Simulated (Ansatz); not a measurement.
**CH5SiSn+: where a starting geometry ends**

The starting geometry of this gas-phase singlet was optimised with GFN2-xTB.

```csv
atom,x (Å),y (Å),z (Å)
C,-0.5563,-0.0501,1.4511
Si,-0.6522,0.6068,-0.3379
Sn,1.2011,0.5170,-2.3035
H,-1.7187,1.6442,-0.2111
H,0.2276,-0.7931,1.5957
H,1.6652,1.8188,-1.0403
H,-1.4997,-0.5007,1.7612
H,-0.3617,0.7743,2.1396
```

Task: Predict what it relaxes into with PBE0-D3(BJ)/def2-SVP.

Result: A new bond forms, giving a structure given below by its coordinates. Distances that change by over a tenth: Sn3–H6 (1.87 → 2.25 Å). Contacts that close: Si2–H6 (2.71 → 1.61 Å).

The energy falls by 0.71 eV over 14 steps:

```csv
step,E − E(last) (eV)
1,0.712
2,0.559
4,0.320
5,0.147
7,0.012
8,0.009
10,0.001
11,0.000
13,0.000
14,0.000
```

Final geometry (Å):

```yaml
atoms:
  - { symbol: C, position_ang: [-0.4339, -0.0116, 1.4097] }
  - { symbol: Si, position_ang: [-0.4170, 0.8071, -0.2606] }
  - { symbol: Sn, position_ang: [0.9819, 0.2840, -2.3233] }
  - { symbol: H, position_ang: [-1.4289, 1.8688, -0.5318] }
  - { symbol: H, position_ang: [0.4212, -0.6878, 1.5480] }
  - { symbol: H, position_ang: [0.9664, 1.5936, -0.4906] }
  - { symbol: H, position_ang: [-1.3637, -0.5945, 1.5059] }
  - { symbol: H, position_ang: [-0.4208, 0.7577, 2.1974] }
```

Frequencies at the end are all real (lowest 96 cm⁻¹). Atoms past krypton carry core potentials, without spin–orbit terms. Run with Ansatz 0.2.0, 23 s on 2 threads of Arm Neoverse V1, with other jobs on the host.
